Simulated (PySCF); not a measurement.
Job file and geometry (Å, from GFN2-xTB) of an NMR shielding run on `C#C[C@@H](CSCC)B(Cl)Cl`, C6H9BCl2S, GIAO PBE0/pcSseg-1 NMR shielding, non-relativistic, gas phase (PySCF); density fitting, a coarse starting grid and PySCF grid level 2 are the driver's defaults:

```
$ OMP_NUM_THREADS=1 python probes_run.py task.json out

{"job": {"kind": "nmr", "xc": "PBE0", "basis": "pcSseg-1"}, "charge": 0, "multiplicity": 1}
C     -3.571663    -1.087301    -1.426458
C     -2.595287    -0.906003    -0.758149
C     -1.395147    -0.659693     0.033727
C     -0.162179    -0.882366    -0.862689
S      1.360982    -1.145915     0.092160
C      1.697192     0.556808     0.665313
C      3.054731     0.618818     1.338174
B     -1.571486     0.823996     0.617240
Cl    -1.319609     2.187963    -0.400954
Cl    -2.148810     1.077461     2.215358
H     -4.426590    -1.273553    -2.005065
H     -1.368745    -1.409436     0.833088
H     -0.009610    -0.043670    -1.541813
H     -0.287737    -1.795971    -1.443431
H      0.902143     0.837541     1.360263
H      1.658351     1.208394    -0.208319
H      3.835149     0.319032     0.642709
H      3.254968     1.633194     1.676787
H      3.083544    -0.050047     2.194926
```

Q: What does the program print?

A: 
```
coarse grid: 18056 points
cycle   1  E = -1576.5428770653  dE =  1.248e+00  |g| = 4.532e-01  |ddm| = 4.203e+00
cycle   2  E = -1576.5346814638  dE =  8.196e-03  |g| = 4.992e-01  |ddm| = 1.084e+00
cycle   3  E = -1576.5948668652  dE = -6.019e-02  |g| = 1.319e-01  |ddm| = 5.931e-01
cycle   4  E = -1576.5985751351  dE = -3.708e-03  |g| = 6.251e-02  |ddm| = 1.621e-01
cycle   5  E = -1576.5994681475  dE = -8.930e-04  |g| = 1.615e-02  |ddm| = 5.261e-02
cycle   6  E = -1576.5995315742  dE = -6.343e-05  |g| = 3.297e-03  |ddm| = 2.036e-02
cycle   7  E = -1576.5995341839  dE = -2.610e-06  |g| = 1.076e-03  |ddm| = 4.593e-03
final grid: 162048 points
cycle   8  E = -1576.6596836973  dE = -5.798e-05  |g| = 1.056e-02  |ddm| = 5.182e-02
cycle   9  E = -1576.6596681358  dE =  1.556e-05  |g| = 1.297e-02  |ddm| = 2.278e-02
cycle  10  E = -1576.6597096985  dE = -4.156e-05  |g| = 1.985e-03  |ddm| = 1.491e-02
cycle  11  E = -1576.6597104788  dE = -7.803e-07  |g| = 8.296e-04  |ddm| = 2.405e-03
cycle  12  E = -1576.6597106442  dE = -1.654e-07  |g| = 1.670e-04  |ddm| = 6.989e-04
cycle  13  E = -1576.6597106508  dE = -6.585e-09  |g| = 4.049e-05  |ddm| = 2.053e-04
cycle  14  E = -1576.6597106512  dE = -3.879e-10  |g| = 1.035e-05  |ddm| = 4.963e-05
converged SCF energy = -1576.6597106512

GIAO shielding tensors (ppm)
atom      isotropic    diamagn.    paramagn.     s11        s22        s33       span
  0 C      106.010     257.382    -151.372     36.412     38.976    242.642    206.230
  1 C      100.736     258.852    -158.116      1.138      5.980    295.089    293.951
  2 C      149.059     246.086     -97.027    136.070    143.506    167.602     31.532
  3 C      142.632     249.280    -106.649    124.181    139.758    163.956     39.775
  4 S      475.586    1057.412    -581.826    360.367    388.109    678.280    317.913
  5 C      148.762     254.585    -105.823    128.980    154.512    162.793     33.813
  6 C      172.424     243.316     -70.892    161.268    166.645    189.358     28.089
  7 B       41.220     189.320    -148.100      7.554     28.828     87.280     79.726
  8 Cl     691.018    1148.389    -457.371    404.427    721.228    947.400    542.973
  9 Cl     665.240    1146.778    -481.538    397.909    722.672    875.139    477.230
 10 H       29.993      33.839      -3.846     24.649     24.833     40.498     15.850
 11 H       28.820      28.381       0.439     25.987     28.873     31.600      5.613
 12 H       28.418      31.383      -2.965     25.041     28.486     31.728      6.687
 13 H       28.881      30.653      -1.772     22.439     29.143     35.061     12.622
 14 H       29.469      33.380      -3.911     22.789     30.244     35.375     12.585
 15 H       29.392      33.034      -3.642     24.529     29.974     33.672      9.143
 16 H       30.431      27.538       2.894     25.537     28.506     37.251     11.714
 17 H       30.262      26.589       3.672     25.016     27.769     38.000     12.985
 18 H       30.596      27.749       2.848     25.807     28.876     37.106     11.299
```

Size and cost of the density-fitted run: 236 basis functions, 88 s wall time on 1 thread of an Arm Neoverse V1, shared host; peak memory 1.1 GiB.
